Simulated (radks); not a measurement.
The mean radii <r> (bohr) of the occupied orbitals of an atom or ion are listed with their occupations. Method: scalar-relativistic Kohn-Sham, PBE, spin-polarised, spherical densities, finite nucleus; Fermi nuclear charge, rms radius of each element as measured or else 0.836 A^(1/3) + 0.57 fm; computed with a radial shooting solver on a logarithmic mesh with Libxc functionals.

| orbital | occ. | <r> |
|---|---|---|
| 1s down | 1 | 0.05409 |
| 1s up | 1 | 0.05409 |
| 2s up | 1 | 0.2451 |
| 2s down | 1 | 0.2447 |
| 2p up | 3 | 0.2155 |
| 2p down | 3 | 0.2151 |
| 3s up | 1 | 0.7272 |
| 3s down | 1 | 0.7304 |
| 3p up | 3 | 0.7554 |
| 3p down | 3 | 0.7606 |
| 3d up | 5 | 0.8324 |
| 3d down | 1 | 0.8534 |

Name the element and its charge. Open shells, if any, are filled with parallel spins first.

Answer. Z = 28, nickel, charge +4: Ni4+ in [Ar] 3d6. The 1s radius gives Z: for a bare nucleus <r> = (2 gamma + 1)/(2Z) with gamma = sqrt(1 - (Z/c)^2), 0.05282 bohr for Z = 28, and screening makes it slightly larger (0.05409 here). The occupations add up to 24, and the charge is Z minus that.
